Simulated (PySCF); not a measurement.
C₅H₃F, SMILES C(=C)=C(C#C)F. The structure is a stationary point at PBE-D3(BJ)/def2-SVP. This is a generated structure with no PubChem entry under its InChIKey; it may be hypothetical.

Computed with PySCF with PBE-D3(BJ)/def2-SVP.

Harmonic wavenumbers (cm⁻¹): 124, 199, 234, 307, 511, 574, 578, 593, 608, 685, 729, 868, 949, 1188, 1249, 1409, 2011, 2148, 3033, 3114, 3406. Rotational constants (GHz): 5.937, 2.593, 1.828; symmetry number 1.

**Question.** Work out the zero-point energy and the ideal-gas rigid-rotor harmonic-oscillator thermochemistry at 298.15 K and 1 atm.

**Answer.** ZPE = ½ Σ hcν = ½ × 24517 cm⁻¹ = 146.64 kJ/mol. H − E(el) = 165.54 kJ/mol. Entropy in J/(mol K): translation 163.72, rotation 112.29, vibration 49.75, total 325.76. G − E(el) = 68.42 kJ/mol. Cp = 99.36 J/(mol K). Modes under 150 cm⁻¹ make the vibrational entropy uncertain.
